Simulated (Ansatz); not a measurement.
## A basis-limit estimate, worked out

An elementary step of Si2H5Cl2OF3, closed shell (Si₂H₃ClOF₂ ([F][Si]([F])([Cl])[O][SiH3]) + HCl + HF → SiCl₂F₂ ([F][Si]([F])([Cl])[Cl]) + SiH₄O ([OH][SiH3]) + HF (still joined by a long Si–O bond); Si–O, H–Cl, H–F broken or loosened, Si–Cl, O–H, H–F formed or tightened). “Start” and “end” are the PBE0-D4/def2-TZVP structures reached by relaxing down either side of its saddle point, with the molecules still in contact.

Computed with Ansatz 0.2.0 (basis: def2-TZVPP and def2-QZVPP); correlated methods freeze the cores.

Energies in eV:

| quantity | end | start |
| --- | --- | --- |
| Hartree–Fock, triple zeta (X = 3) | -50978.94874 | -50980.32091 |
| Hartree–Fock, quadruple zeta (X = 4) | -50980.64257 | -50982.03323 |
| MP2 correlation, X = 3 | -45.08304 | -44.52936 |
| MP2 correlation, X = 4 | -49.33178 | -48.71575 |
| CCSD(T) correlation, X = 3 | -48.10222 | -47.61154 |

(1) Work out the step energy at the basis limit: extrapolate Hartree–Fock as E(X) = E∞ + A exp(−7.88 √X) and the MP2 correlation as E(X) = E∞ + B X^−2.97 (the exponents that Neese and Valeev fitted for def2-TZVPP and QZVPP), then add CCSD(T) − MP2 in triple zeta.

The T1 diagnostic stays at or below 0.011.

## Answers

(1) Each step is linear, so take the differences first (end − start): Hartree–Fock 1.37217 (X = 3) and 1.39066 (X = 4); MP2 correlation -0.55368 and -0.61603; CCSD(T) correlation -0.49068.
Two points give E∞ = E(4) + w [E(4) − E(3)], with w = 1/(exp(7.88 (2 − √3)) − 1) = 0.1377 for Hartree–Fock and w = 1/((4/3)^2.97 − 1) = 0.7407 for the correlation.
Hartree–Fock: 1.39066 + 0.1377 × 0.01849 = 1.3932 eV.
MP2 correlation: -0.61603 + 0.7407 × (-0.06235) = -0.6622 eV.
CCSD(T) − MP2: -0.49068 − (-0.55368) = 0.0630 eV.
Sum: 1.3932 + (-0.6622) + 0.0630 = 0.7940 eV, or 18.31 kcal/mol. Plain CCSD(T) in triple zeta gives 0.8815 eV, so the larger basis shifts the result by -0.0875 eV.

Labels in which every atom is bracketed show which atoms are joined, not bond orders.

For scale, one of the runs: CCSD(T)/def2-TZVPP, 362 basis functions, launched by `ansatz run in.yaml --threads 4 --pin off --events-out ev --progress --plain --max-ram 46080MiB --backend cuda --devices 0, --max-vram 37GiB`. The run took 15 s on 4 CPU threads of an AMD EPYC 7R13 and a share of one NVIDIA H100 (shared host), with 0.9 GiB of host memory at its peak.
